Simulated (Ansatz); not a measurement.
Compare A (`CCB(N)N`) with its isomer B (`BNCCN`).

Gas-phase electronic energies from Ansatz, PBE0-D4/def2-TZVP geometries. CBS: MP2 limit from def2 TZ/QZ plus the TZ coupled-cluster correction, frozen cores. Functionals use def2-TZVPP. B3LYP here is the variant with VWN-RPA as its local correlation; programs differ in this. Each species was taken in one conformer, which may not be the lowest.

A:

```xyz
14

C     1.0617   -0.8514    1.1735
C     0.7528    0.4764    0.4769
B    -0.4760    0.3578   -0.5185
N    -0.2578   -0.0551   -1.8549
N    -1.7861    0.6196   -0.0508
H     1.9096   -0.7671    1.8588
H     1.3007   -1.6335    0.4477
H     0.2037   -1.2039    1.7525
H     1.6447    0.8157   -0.0624
H     0.5544    1.2430    1.2348
H    -0.9862   -0.2008   -2.5308
H     0.6613   -0.2408   -2.2109
H    -1.9649    0.9189    0.8896
H    -2.6178    0.5213   -0.6052
```

B:

Z-matrix (Å, degrees):
```
C
N 1 1.443
C 1 1.518 2 111.2
H 1 1.092 2 108.9 3 121.9
H 1 1.100 2 110.4 3 -120.8
B 2 1.381 1 127.4 3 -131.2
H 2 1.011 1 111.4 3 46.2
N 3 1.456 1 109.6 2 -59.1
H 3 1.100 1 109.1 2 175.5
H 3 1.094 1 108.6 2 58.8
H 6 1.198 2 119.0 1 179.0
H 6 1.200 2 119.1 1 -1.0
H 8 1.013 3 110.8 1 -75.6
H 8 1.011 3 111.4 1 165.1
```

Task: Which isomer does CCSD(T)/CBS put lower? Give the gap. (Estimate.)

Result: The calculation gave: A, by 208.5 kJ/mol.

Task: Give E(B) − E(A) in kJ/mol with r2SCAN-D4, MP2/def2-TZVPP, B3LYP-D4, PBE0-D4, B3LYP, B2PLYP, HF/def2-TZVPP. (Best estimate.)

Result: Ansatz gave: r2SCAN-D4 213.9, MP2/def2-TZVPP 211.9, B3LYP-D4 207.1, PBE0-D4 208.6, B3LYP 206.8, B2PLYP 208.1, HF/def2-TZVPP 206.7. None reverses the order clearly.

Largest T1 diagnostic: 0.011.

From PBE to PBE0 (25 % exact exchange), in def2-TZVPP and without D4, E(B) − E(A) moves by +4.2 kJ/mol.
